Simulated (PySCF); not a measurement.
SCF from a fresh guess for doublet IrH₄, at the TPSS minimum. PySCF input:

```python
from pyscf import gto, scf, dft
mol = gto.M(atom='''
Ir    -0.000003     0.000030    -0.005360
H      1.157772    -0.048338     1.018931
H     -1.154334     0.076053     1.021137
H      0.083441     1.559998    -0.510121
H     -0.084446    -1.560345    -0.523726''',
    basis={'Ir': 'def2-TZVP', 'H': 'def2-TZVP'},
    ecp={'Ir': 'def2-TZVP'},
    charge=0, spin=1)
mf = dft.UKS(mol, xc='PBE')
mf.grids.atom_grid = (50, 194)
aux = {'Ir': 'def2-universal-JKFIT', 'H': 'def2-universal-JKFIT'}
mf = mf.density_fit(auxbasis=aux)
mf.conv_tol = 1e-08
mf.diis_space = 10
mf.max_cycle = 60
mf.init_guess = 'minao'
mf.verbose = 4
mf.kernel()
```

Excerpt of the output (cycles alone):

```
init E= -90.2816277332523
cycle= 1 E= -106.509645832807  delta_E= -16.2  |g|= 0.66  |ddm|=  5.1
cycle= 2 E= -102.64877784601  delta_E= 3.86  |g|= 2.36  |ddm|= 3.52
cycle= 3 E= -106.722956159455  delta_E= -4.07  |g|= 0.0549  |ddm|= 3.29
cycle= 4 E= -106.721865158765  delta_E= 0.00109  |g|= 0.0856  |ddm|= 0.162
cycle= 5 E= -106.725666701518  delta_E= -0.0038  |g|= 0.0198  |ddm|= 0.0789
cycle= 6 E= -106.725850957271  delta_E= -0.000184  |g|= 0.00424  |ddm|= 0.0166
cycle= 7 E= -106.725860911952  delta_E= -9.95e-06  |g|= 0.000872  |ddm|= 0.00477
cycle= 8 E= -106.725861187099  delta_E= -2.75e-07  |g|= 0.000844  |ddm|= 0.0016
cycle= 9 E= -106.72586158472  delta_E= -3.98e-07  |g|= 6.32e-05  |ddm|= 0.000738
cycle= 10 E= -106.72586159046  delta_E= -5.74e-09  |g|= 3.29e-05  |ddm|= 0.000164
Extra cycle  E= -106.725861588692  delta_E= 1.77e-09  |g|= 7.27e-05  |ddm|= 0.000102
converged SCF energy = -106.725861588692  <S^2> = 0.75171284  2S+1 = 2.0017121
```

No lower solution of this spin was found from smeared starts or by a stability analysis within the unrestricted form.

Other spin states or occupations of the open shell can lie lower. No spin–orbit coupling is included, which matters more the heavier the element.

The search for the lowest solution, 3 starts and the stability check together, took 14 s on 2 threads of a shared Arm Neoverse N1 host, with 64 basis functions; the process peaked at 0.4 GiB. Launch command: `OMP_NUM_THREADS=2 python axn.py task.json out`.
